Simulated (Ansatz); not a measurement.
Cartesian coordinates in Å:
```
S 0.852 1.846 0.925
C 0.715 0.166 0.309
C -0.372 -0.761 0.914
O -1.061 -1.213 -0.275
Si -0.182 -0.234 -1.295
H -0.211 2.365 0.289
H 1.713 -0.267 0.383
H -1.058 -0.214 1.566
H 0.034 -1.621 1.453
H 0.522 -0.960 -2.383
H -0.951 0.895 -1.887
```

Total charge 0; spin multiplicity 1.

**Question.** List the r2SCAN/def2-TZVPP orbital energies in eV (the Gaussian-basis code of Ansatz). (Best estimate.)

**Answer.** The calculation gave: Occupied: -2409.30, -1791.77, -515.79, -274.85, -274.04, -213.69, -157.80, -157.70, -157.53, -142.15, -97.05, -96.99, -96.98, -26.94, -20.77, -18.04, -16.06, -13.44, -12.28, -12.09, -11.15, -10.03, -9.59, -9.18, -8.42, -7.50, -7.01, -5.90. Lowest empty: -0.98, -0.30, 0.36, 1.07, 1.59, 1.68, 2.48, 2.81.
